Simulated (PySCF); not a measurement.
# Deuteron quadrupole couplings in `OCC1OCOCO1`

C₄H₈O₄.
SMILES with atom numbers: `[OH:1][CH2:2][CH:3]1[O:4][CH2:5][O:6][CH2:7][O:8]1` (hydrogens: H9 on O1; H10, H11 on C2; H12 on C3; H13, H14 on C5; H15, H16 on C7)

Structure used (GFN2-xTB), in Å, numbered top down from 1:
```xyz
16
C4H8O4 angstrom
O      2.791    0.099   -0.600
C      1.683   -0.698   -0.899
C      0.475   -0.315   -0.041
O     -0.597   -1.162   -0.350
C     -1.754   -0.756    0.327
O     -2.084    0.574    0.049
C     -1.006    1.409    0.354
O      0.157    1.031   -0.321
H      2.530    1.022   -0.713
H      1.389   -0.607   -1.952
H      1.958   -1.732   -0.689
H      0.717   -0.402    1.041
H     -2.574   -1.380   -0.030
H     -1.607   -0.884    1.420
H     -0.820    1.394    1.449
H     -1.266    2.415    0.021
```

Level: PBE0/pcSseg-1 (PySCF, non-relativistic); Q(2H) = 0.00286 b; rigid geometry, the same for H and D, with no vibrational averaging.

**Question.** Rank these positions by the coupling χzz of a deuteron there, largest first.
A. H9 (hydroxyl hydrogen)
B. H16 (methylene hydrogen)
C. H10 (methylene hydrogen)
D. H15 (methylene hydrogen)

**Answer.** A (305 kHz), B (196 kHz), C (192 kHz), D (174 kHz).

**Question.** Give the electric field gradient Vzz (the principal value of largest size), its asymmetry and the 2H coupling at each hydrogen.

**Answer.** 
```tsv
atom	bonded to	bond length (Å)	Vzz (au)	η	χzz (kHz)
H9	O1	0.965	0.4537	0.15	305
H10	C2	1.097	0.2859	0.05	192
H11	C2	1.091	0.2974	0.04	200
H12	C3	1.112	0.2552	0.02	172
H13	C5	1.090	0.2922	0.04	196
H14	C5	1.111	0.2589	0.02	174
H15	C7	1.111	0.2586	0.02	174
H16	C7	1.091	0.2920	0.05	196
```

**Question.** Average by the element that carries the hydrogen.

**Answer.** on O: 305 kHz over 1 position, mean bond length 0.965 Å; on C: 186 kHz over 7 positions, mean bond length 1.100 Å.

**Question.** How does χzz go with the bond length over the 7 C–H bonds?

**Answer.** A straight-line fit has a slope of -12.0 kHz for each 0.01 Å, with a correlation coefficient of -0.99, over lengths from 1.090 to 1.112 Å. The longer bonds have the smaller couplings here.

**Question.** Give the 2H NMR doublet splittings at H9 for a magnetic field along the z, y and x axes of the gradient: 3χ/2, 3χ(1 + η)/4, 3χ(1 − η)/4.

**Answer.** With |χ| = 304.9 kHz and η = 0.146: 457, 262 and 195 kHz, to first order and without motion.

The structure is a single GFN2-xTB conformer in the gas phase; no vibrational or solvent corrections. GFN2-xTB bond lengths can be off by several hundredths of an ångström, more for odd bonds, and the gradients follow them. A larger basis could move these couplings by a tenth or more.
